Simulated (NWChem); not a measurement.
System: C4H5NS; SMILES Nc1ccsc1

Input file for NWChem:

```
start job
memory heap 200 mb stack 900 mb global 1100 mb
geometry units angstroms noautoz
  N      0.254709    -2.392125    -0.093245
  C      0.074798    -1.000266    -0.009726
  C     -1.229835    -0.396215    -0.015880
  C     -1.186526     0.967961    -0.000788
  S      0.441435     1.560560     0.009665
  C      1.076032    -0.060188     0.012703
  H     -0.440160    -2.915294     0.428912
  H      1.183769    -2.693332     0.179355
  H     -2.150956    -0.969774    -0.044004
  H     -2.018141     1.659499    -0.001835
  H      2.144994    -0.225378     0.016720
end
basis spherical
  * library def2-tzvp
end
dft
  xc b3lyp
  iterations 150
  semidirect filesize 400000000
  mulliken
end
task dft energy
```

Parts of the log:

```
             Northwest Computational Chemistry Package (NWChem) 7.3.0
             --------------------------------------------------------

 C1  symmetry detected

                             Geometry "geometry" -> ""
                             -------------------------

 Output coordinates in angstroms (scale by  1.889725989 to convert to a.u.)

  No.       Tag          Charge          X              Y              Z
 ---- ---------------- ---------- -------------- -------------- --------------
    1 N                    7.0000     0.25746998    -2.39552470    -0.06968799
    2 C                    6.0000     0.07641772    -1.00306842     0.00031523
    3 C                    6.0000    -1.22891378    -0.40052312    -0.00530642
    4 C                    6.0000    -1.18707381     0.96378202    -0.00460208
    5 S                   16.0000     0.44024651     1.55821529    -0.00878936
    6 C                    6.0000     1.07668819    -0.06172750     0.00776386
    7 H                    1.0000    -0.43407941    -2.91399229     0.46148755
    8 H                    1.0000     1.18827656    -2.69288070     0.20117623
    9 H                    1.0000    -2.14951764    -0.97533766    -0.02267202
   10 H                    1.0000    -2.01946665     1.65437339    -0.00849153
   11 H                    1.0000     2.14584326    -0.22571241     0.00792184

 Effective nuclear repulsion energy (a.u.)     271.2474868378

                                 NWChem DFT Module
                                 -----------------

 Summary of "ao basis" -> "ao basis" (spherical)
 ------------------------------------------------------------------------------
       Tag                 Description            Shells   Functions and Types
 ---------------- ------------------------------  ------  ---------------------
 N                         def2-tzvp                11       31   5s3p2d1f
 C                         def2-tzvp                11       31   5s3p2d1f
 S                         def2-tzvp                13       37   5s5p2d1f
 H                         def2-tzvp                 4        6   3s1p

            General Information
            -------------------
          SCF calculation type: DFT
          Wavefunction type:  closed shell.
          No. of atoms     :    11
          No. of electrons :    52
           Alpha electrons :    26
            Beta electrons :    26
          Charge           :     0
          Spin multiplicity:     1
          Use of symmetry is: off; symmetry adaption is: off
          Maximum number of iterations: 150
          AO basis - number of functions:   222
                     number of shells:    88
          Convergence on energy requested:  1.00D-06
          Convergence on density requested:  1.00D-05
          Convergence on gradient requested:  5.00D-04

              XC Information
              --------------
                         B3LYP Method XC Potential
                     Hartree-Fock (Exact) Exchange  0.200
                        Slater Exchange Functional  0.800 local
                    Becke 1988 Exchange Functional  0.720 non-local
              Lee-Yang-Parr Correlation Functional  0.810
                  VWN I RPA Correlation Functional  0.190 local

             Grid Information
             ----------------
          Grid used for XC integration:  medium
          Radial quadrature: Mura-Knowles
          Angular quadrature: Lebedev.
          Tag              B.-S. Rad. Rad. Pts. Rad. Cut. Ang. Pts.
          ---              ---------- --------- --------- ---------
          N                   0.65       49          12.0       434
          C                   0.70       49          12.0       434
          S                   1.00       88          12.0       590
          H                   0.35       45          13.0       434
          Grid pruning is: on
          Number of quadrature shells:   558
          Spatial weights used:  Erf1

      Superposition of Atomic Density Guess
      -------------------------------------

 Sum of atomic energies:        -604.97541196

      Non-variational initial energy
      ------------------------------

 Total energy =    -608.795964
 1-e energy   =   -1366.341108
 2-e energy   =     486.297657
 HOMO         =      -0.223835
 LUMO         =       0.002562

------------------------------------------------------------
EAF file 0: "./job.aoints.0" size=1229979648 bytes
------------------------------------------------------------
               write      read    awrite     aread      wait
               -----      ----    ------     -----      ----
     calls:     2346         0         0         0         0
   data(b): 1.23e+09  0.00e+00  0.00e+00  0.00e+00
   time(s): 0.00e+00  0.00e+00  0.00e+00  0.00e+00  0.00e+00
rate(mb/s): 0.00e+00  0.00e+00
------------------------------------------------------------

     ---------------------------------------------
      Total Density - Mulliken Population Analysis
     ---------------------------------------------

    Atom       Charge   Shell Charges
 -----------   ------   -------------------------------------------------------
    1 N    7     7.71   0.82  1.16  0.57  0.82  0.18  1.57  1.83  0.73  0.01  0.03  0.00
    2 C    6     5.78   0.86  1.12  0.55  0.57  0.05  1.13  1.17  0.18  0.03  0.11  0.01
    3 C    6     6.31   0.86  1.12  0.57  0.61  0.09  1.25  1.32  0.41  0.02  0.06  0.01
    4 C    6     6.18   0.86  1.12  0.56  0.63  0.09  1.14  1.31  0.37  0.02  0.07  0.01
    5 S   16    15.86   2.01  0.49  1.48  1.06  0.72  4.17  1.69  0.86  2.22  1.00  0.04  0.10  0.02
    6 C    6     6.32   0.86  1.12  0.56  0.63  0.09  1.19  1.35  0.43  0.02  0.06  0.01
    7 H    1     0.68   0.22  0.34  0.08  0.03
    8 H    1     0.69   0.22  0.35  0.08  0.03
    9 H    1     0.82   0.24  0.45  0.12  0.02
   10 H    1     0.82   0.24  0.45  0.12  0.02
   11 H    1     0.82   0.24  0.45  0.12  0.02

   convergence    iter        energy       DeltaE   RMS-Dens  Diis-err
 ---------------- ----- ----------------- --------- --------- ---------
 d= 0,ls=0.0,diis     1   -608.3987758138 -8.80D+02  3.49D-03  1.11D+00
 d= 0,ls=0.0,diis     2   -608.4535837382 -5.48D-02  2.26D-03  1.76D-01
 d= 0,ls=0.0,diis     3   -608.4435566730  1.00D-02  1.37D-03  2.51D-01
 d= 0,ls=0.0,diis     4   -608.4738063510 -3.02D-02  2.82D-04  6.67D-03
 d= 0,ls=0.0,diis     5   -608.4745369479 -7.31D-04  8.15D-05  1.06D-03
  Resetting Diis
 d= 0,ls=0.0,diis     6   -608.4746632626 -1.26D-04  2.17D-05  2.66D-05
 d= 0,ls=0.0,diis     7   -608.4746652377 -1.98D-06  2.05D-05  7.82D-06
 d= 0,ls=0.0,diis     8   -608.4746628628  2.37D-06  1.40D-05  2.48D-05
 d= 0,ls=0.0,diis     9   -608.4746662466 -3.38D-06  1.69D-06  4.02D-07
 d= 0,ls=0.0,diis    10   -608.4746662969 -5.02D-08  3.37D-07  8.43D-09

         Total DFT energy =     -608.474666296877
      One electron energy =    -1371.494504203191
           Coulomb energy =      548.008968503056
    Exchange-Corr. energy =      -56.236617434587
 Nuclear repulsion energy =      271.247486837844

 Numeric. integr. density =       51.999998354630

                       DFT Final Molecular Orbital Analysis
                       ------------------------------------

 Vector   24  Occ=2.000000D+00  E=-3.163746D-01
              MO Center=  8.9D-02, -6.9D-01, -6.7D-02, r^2= 4.6D+00
   Bfn.  Coefficient  Atom+Function         Bfn.  Coefficient  Atom+Function
  ----- ------------  ---------------      ----- ------------  ---------------
     8      0.273423   1 N  pz              141     -0.264143   5 S  pz
    11      0.229888   1 N  pz               14      0.196855   1 N  pz
   144     -0.152597   5 S  pz              101     -0.144245   4 C  pz
   104     -0.125523   4 C  pz              138     -0.124500   5 S  pz
    39      0.118028   2 C  pz              132      0.102289   5 S  pz

 Vector   25  Occ=2.000000D+00  E=-2.437244D-01
              MO Center= -3.4D-01,  4.0D-01, -1.6D-03, r^2= 3.0D+00
   Bfn.  Coefficient  Atom+Function         Bfn.  Coefficient  Atom+Function
  ----- ------------  ---------------      ----- ------------  ---------------
   141     -0.269161   5 S  pz               70      0.259773   3 C  pz
    73      0.223187   3 C  pz              101      0.201771   4 C  pz
   144     -0.200186   5 S  pz              104      0.177021   4 C  pz
   169     -0.177749   6 C  pz               76      0.161389   3 C  pz
   172     -0.154835   6 C  pz              175     -0.131776   6 C  pz

 Vector   26  Occ=2.000000D+00  E=-2.081556D-01
              MO Center=  2.8D-01, -4.9D-01, -5.7D-02, r^2= 3.8D+00
   Bfn.  Coefficient  Atom+Function         Bfn.  Coefficient  Atom+Function
  ----- ------------  ---------------      ----- ------------  ---------------
     8      0.235586   1 N  pz              169     -0.231365   6 C  pz
   141      0.225705   5 S  pz               14      0.219110   1 N  pz
   172     -0.204923   6 C  pz               11      0.195143   1 N  pz
   144      0.194013   5 S  pz               39     -0.187885   2 C  pz
   175     -0.176523   6 C  pz               42     -0.172985   2 C  pz

 Vector   27  Occ=0.000000D+00  E=-1.454235D-02
              MO Center= -2.8D-01,  4.3D-01,  8.8D-03, r^2= 3.7D+00
   Bfn.  Coefficient  Atom+Function         Bfn.  Coefficient  Atom+Function
  ----- ------------  ---------------      ----- ------------  ---------------
   107      0.510118   4 C  pz              144     -0.455626   5 S  pz
   175      0.383217   6 C  pz               76     -0.364155   3 C  pz
   101      0.279151   4 C  pz              104      0.249347   4 C  pz
   169      0.215906   6 C  pz              141     -0.212967   5 S  pz
   172      0.192349   6 C  pz               70     -0.187470   3 C  pz

[...]
```

Level: B3LYP/def2-TZVP. Geometry: optimised at B3LYP/6-31G* (spherical d).
